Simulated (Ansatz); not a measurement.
**Question.** Name a neutral molecule of C, N, O, Si and H with HOMO energy (ωB97M-V/def2-TZVPP) between -9.40 and -9.10 eV and LUMO energy (B3LYP/def2-TZVPP) between -0.60 and -0.30 eV (Ansatz, PBE0-D4/def2-TZVP geometry).

**Answer.** `C[SiH](N)[SiH2]O` (-9.36 eV, -0.48 eV); `C[SiH2]C(N)=O` (-9.28 eV, -0.41 eV); `OC1=N[SiH]1O` (-9.27 eV, -0.37 eV); `CO[SiH2][SiH2]N` (-9.26 eV, -0.36 eV). Other molecules can fit too; these were computed, each in one conformer that needn't be the lowest.

B3LYP here is the variant with VWN-RPA as its local correlation; programs differ in this.
